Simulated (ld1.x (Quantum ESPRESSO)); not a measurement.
# Cs (Z = 55), TM: configuration errors across variants

| Quantity | Value |
| --- | --- |
| Element | caesium |
| Generator | ld1.x (Quantum ESPRESSO) 7.5 |
| Type | norm-conserving Troullier–Martins (Kleinman–Bylander form) |
| Functional | PBE |
| Relativity | fully relativistic |
| Frozen core | [Kr] 4d10 |
| Valence charge | 9 |
| Reference configuration | 5s2 5p6 5d0.5 6s0.5 6p0 |
| Partial waves | 5s (bound): rc 2.70 bohr; 5p (bound): rc 2.80 bohr; 5d (bound): rc 4.20 bohr; 4f channel at 0.25 Ry: rc 3.65 bohr |
| Local potential | all-electron potential smoothed inside 2.55 bohr (lloc = -1) |
| Core correction | none |

Open shells are filled in proportion to 2j + 1 (rel_dist='average').

Occupied shells without a wave of their own: 6s. They enter only through the test configuration that unscreens the potential.

All-electron excitation energies from the reference (eV): (1) 5s2 5p6 5d0 6s1 6p0 -0.843; (2) 5s2 5p6 5d0 6s0 6p0 3.020; (3) 5s2 5p6 5d0 6s0.5 6p0 0.628; (4) 5s2 5p5 5d0 6s1 6p0 17.066; (5) 5s2 5p6 5d0 6s0 6p1 0.526; (6) 5s1 5p6 5d0 6s1 6p0 30.810; (7) 5s2 5p6 5d1 6s0 6p0 0.829.

On the changes marked as counting shells twice: ld1.x takes every shell without a wave as core, so the model core holds the marked electrons as well and exchange and correlation see them twice. This cancels in the reference configuration, but the file is broken for other ones, and its errors say nothing about a proper core correction.

3 further variants failed, have other tests or another functional or relativity, and are left out.

Errors AE − PS in meV (a dash: test not solved or not reliable):

```tsv
change	(1)	(2)	(3)	(4)	(5)	(6)	(7)	bound ghosts
base	+28	-49	+0.4	+107	-28	+93	-29	none
wave 4f channel at 0.25 Ry: rc 3.65 bohr becomes 4f channel at 0.25 Ry: rc 5.14 bohr	+28	-49	+0.4	+107	-28	+93	-29	none
local potential all-electron potential smoothed inside 3.10 bohr (lloc = -1)	-109	+187	-0.8	-280	+155	-304	+108	none
core correction a·sin(br)/r model core inside 1.62 bohr (6s counted twice)	+26	-109	-14	+98	-43	+75	-31	none
wave 4f channel at 0.25 Ry: rc 3.65 bohr becomes 4f channel at -0.19 Ry: rc 3.65 bohr	+28	-49	+0.4	+107	-28	+93	-29	none
```

(1) Give the same row for: wave 5d (bound): rc 4.20 bohr becomes 5d (bound): rc 5.58 bohr.

## Answers

(1) +28, -45, +2.2, +129, -25, +119, -28; bound ghosts: none.
